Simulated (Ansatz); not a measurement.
Total energies of SnCl2⁺ (the lowest doublet isomer of a short search) from Ansatz at r2SCAN-D4/def2-TZVP, gas phase (1 Eh = 27.2114 eV = 2625.5 kJ/mol). The reference geometry is relaxed at PBE0-D4/def2-TZVP.

```csv
atom,x (Å),y (Å),z (Å)
Sn1,-0.2517,0.5471,-0.4523
Cl2,0.3395,1.0332,1.6879
Cl3,-0.0878,-1.5803,-1.2356
```

| state | geometry | energy (Eh) |
| --- | --- | --- |
| charge 1 doublet | reference | -1134.50613 |
| charge 0 singlet | reference | -1134.85175 |
| charge 1 quartet | relaxed at PBE0-D4/def2-TZVP | -1134.36522 |

In the def2 sets Sn takes a core potential; there is no spin–orbit coupling.

(1) Work out the vertical electron affinity, to the singlet.

(2) Which of the charge 1 states is lowest, and how far above it are the others?

(1) E(charge 1 doublet) − E(charge 0 singlet) = -1134.50613 − (-1134.85175) = 0.34562 Eh = 9.40 eV.

(2) The doublet. quartet: -1134.36522 − (-1134.50613) = 0.14091 Eh = 370.0 kJ/mol.

The structure comes from a short search, and lower isomers may exist.
